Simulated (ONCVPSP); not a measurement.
Transferability test, ONCV potential for Ca

calcium (Ca), optimised norm-conserving Vanderbilt (ONCV), made with ONCVPSP 4.0.1 (LDA (Perdew-Wang 92), scalar-relativistic). Core [Ne], reference 3s2 3p6 4s1.5 4p0.5. Waves: 3s+4s: rc 1.70 bohr, ncon 4, nbas 8, qcut 8.8 1/bohr, 2 projectors; 3p+4p: rc 2.30 bohr, ncon 4, nbas 8, qcut 6 1/bohr, 2 projectors; d scattering state at 0.08 Ha: rc 2.45 bohr, ncon 4, nbas 7, qcut 3.4 1/bohr, 2 projectors, debl 3.9 Ha; f scattering state at 0.1 Ha: rc 1.90 bohr, ncon 5, nbas 9, qcut 5.4 1/bohr, 1 projector. Local part: polynomial inside 1.55 bohr (lpopt 3, dvloc0 0 Ha). Core correction: Teter function, fcfact 5.25, rcfact 1.75.

In the d channel the program set the typed energies aside and used -0.099, 3.801 Ha.

Energies are relative to the spin-unpolarised reference configuration 3s2 3p6 4s1.5 4p0.5; without spin polarisation the order of configurations can differ from experiment.

| valence configuration | charge | ΔE all-electron (eV) | error AE − PS (meV) |
| --- | --- | --- | --- |
| 3s2 3p6 4s1 4p0 | +1 | 5.230 | -0.2 |
| 3s2 3p6 4s0 4p0 | +2 | 17.176 | -1.1 |
| 3s2 3p5 4s2 4p0 | +1 | 33.436 | +38 |

Task: What are ΔE and the potential's error for 3s2 3p6 4s2 4p0?

Result: ΔE = -1.228 eV all-electron; the error (AE − PS) is 0.0 meV.

Note: ghosts flagged at negative energy: d at -329.3 eV; GHOST(+) flagged for d at 114.1 eV, d at 331.1 eV. A true bound ghost makes a file unfit for plane-wave use.
